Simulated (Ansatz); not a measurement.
`[SiH3]CC=S` + `[SH][GeH3]` → `[SiH3][S][GeH3]` + `CC=S` at 400 K and 1 bar (ligand exchange at the Si–C bond).

Program: Ansatz. Geometries: PBE0-D4/def2-TZVP. ΔE: electronic, gas phase. CBS: MP2 limit from def2 TZ/QZ plus the TZ coupled-cluster correction, frozen cores. For Ge outer-core shells are correlated without core-valence functions, which leaves a few kJ/mol of doubt a bond. Scalar relativity is left out up to krypton. One conformer a species, not always the lowest.

```json
{"species": "`[SiH3]CC=S`", "CCSD(T)/CBS energy (Eh)": "-766.54032", "H − E (kJ/mol)": "210.5", "S (J/(mol·K))": "355.9"}
{"species": "`[SH][GeH3]`", "CCSD(T)/CBS energy (Eh)": "-2476.30083", "H − E (kJ/mol)": "106.6", "S (J/(mol·K))": "308.1"}
{"species": "`[SiH3][S][GeH3]`", "CCSD(T)/CBS energy (Eh)": "-2766.60510", "H − E (kJ/mol)": "163.4", "S (J/(mol·K))": "384.4"}
{"species": "`CC=S`", "CCSD(T)/CBS energy (Eh)": "-476.26007", "H − E (kJ/mol)": "160.4", "S (J/(mol·K))": "291.1"}
```

H − E and S are ideal-gas, rigid-rotor, harmonic terms from PBE0-D4/def2-TZVP, for one conformer and one mirror image of each species. 1 Eh = 2625.50 kJ/mol, R = 8.31446 J/(mol·K).

By hand: ΔE, ΔH, ΔS and ΔG.

ΔE = (-2766.60510) + (-476.26007) − (-766.54032) − (-2476.30083) = -0.02402 Eh = -63.1 kJ/mol. Δ(H − E) = 163.4 + 160.4 − 210.5 − 106.6 = 6.7, so ΔH = -56.4 kJ/mol. ΔS = 384.4 + 291.1 − 355.9 − 308.1 = 11.5 J/(mol·K). ΔG = -56.4 − 400 × (11.5)/1000 = -61.0 kJ/mol.

By hand: the equilibrium constant, and the temperature at which ΔG would vanish if ΔH and ΔS stayed fixed.

log₁₀ K = −ΔG/(RT ln 10) = 8.0. ΔH and −TΔS have one sign here, so there is no such temperature.

The number of gas molecules stays the same, so ΔS is small and ΔH decides. A doubt of 5 kJ/mol in ΔE shifts log₁₀ K by 0.7 here. Other conformers and mirror images would add mixing entropy, several J/(mol·K) or more a flexible species. Modes under 60 cm⁻¹, often nearly free rotors, make the harmonic entropy too high. These are equilibria of isolated gas molecules and say nothing of rates. Largest T1 diagnostic: 0.016 (customary marks: 0.02 for closed shells, 0.045 for open ones).

ΔS is within the doubt of such terms, so its sign, and with it that verdict, could turn.
